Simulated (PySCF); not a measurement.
C4H5Br, SMILES C=C/C=C/Br.

The structure is a stationary point at B3LYP-D3(BJ)/def2-SVP. Other conformers were not sampled.

Calculation: PBE/def2-TZVP (PySCF).

```yaml
total_energy: -2729.00762 hartree
point_group: Cs
highest_occupied_level: -5.74 eV
lowest_empty_level: -2.14 eV
orbital_gap: 3.60 eV
dipole_moment: 1.31 D
quadrupole, principal values (traceless, Buckingham form, about the centre of nuclear charge): -6.24, 2.26, 3.97 D·Å
mean_static_polarisability: 78.8 bohr³ (11.68 Å³)
polarisability_principal_values: 42.6, 59.4, 134.6 bohr³
```
